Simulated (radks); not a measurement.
Q: Coherent X-ray form factor from a spherical all-electron density. All-electron calculation, scalar-relativistic Kohn-Sham, BP86, spin-unpolarised, spherical densities, finite nucleus; Fermi nuclear charge, rms radius of each element as measured or else 0.836 A^(1/3) + 0.57 fm. Program: a radial shooting solver on a logarithmic mesh with Libxc functionals.

sin(theta)/lambda (1/angstrom),f0 (electrons)
0.05,77.382
0.1,75.607
0.15,72.890
0.2,69.525
0.25,65.818
0.3,62.031
0.4,54.914
0.5,48.888
0.6,43.945
0.8,36.260
1,30.229
1.25,24.267
1.5,19.983
2,15.241

The species is in the configuration that NIST lists as its ground one. Which atom or ion scatters so?

A: The lead ion Pb4+, [Xe] 4f14 5d10. Extrapolating in s^2 from the first two rows gives f0(0) = 78.0, near the electron count 78; among species with that count, the fall with angle is slower the higher Z, and the table is that of Z = 82; from so few rows the species is fixed only to a neighbour or two.
